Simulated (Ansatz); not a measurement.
BC₄O₈, that is bis(oxalato)borate with one electron fewer. Charge 0, multiplicity 2. Geometry r2SCAN-D4/def2-SVP, that of the charge -1 singlet; atoms count from 1.

```xyz
13

O    -1.142   -2.739    1.794
C    -0.728   -1.690    1.373
O    -0.503   -1.380    0.100
B     0.001    0.000    0.000
O     0.057    0.499    1.385
C    -0.358   -0.446    2.224
O    -0.433   -0.358    3.422
O    -0.875    0.835   -0.839
C    -0.185    1.329   -1.863
O    -0.607    2.048   -2.731
C     1.270    0.807   -1.734
O     2.180    1.049   -2.485
O     1.324    0.046   -0.645
```

**Question.** Estimate the Mulliken populations from the PBE0/def2-SVP orbitals of Ansatz.

**Answer.** 
```
atom  charge (e)  spin (α − β)
  O1       -0.10          0.20
  C2        0.24          0.01
  O3       -0.21          0.04
  B4        0.23          0.00
  O5       -0.21          0.04
  C6        0.24          0.01
  O7       -0.10          0.20
  O8       -0.21          0.04
  C9        0.24          0.01
 O10       -0.10          0.20
 C11        0.24          0.01
 O12       -0.10          0.20
 O13       -0.21          0.04
```
Mulliken values depend strongly on the basis.

**Question.** Where does the spin sit?

**Answer.** Summed by element: O 0.97, C 0.03, B 0.00, of 1 unpaired in all. Largest on single atoms: O10 0.20, O1 0.20, O7 0.20.

**Question.** And the Mayer bond orders between heavy atoms (over 0.3)?

**Answer.** O1–C2 2.08 (1.20 Å); C2–O3 1.21 (1.33 Å); C2–C6 0.78 (1.55 Å); O3–B4 0.99 (1.47 Å); B4–O5 0.99 (1.47 Å); B4–O8 0.99 (1.47 Å); B4–O13 0.99 (1.47 Å); O5–C6 1.21 (1.33 Å); C6–O7 2.08 (1.20 Å); O8–C9 1.21 (1.33 Å); C9–O10 2.08 (1.20 Å); C9–C11 0.78 (1.55 Å); C11–O12 2.08 (1.20 Å); C11–O13 1.21 (1.33 Å).
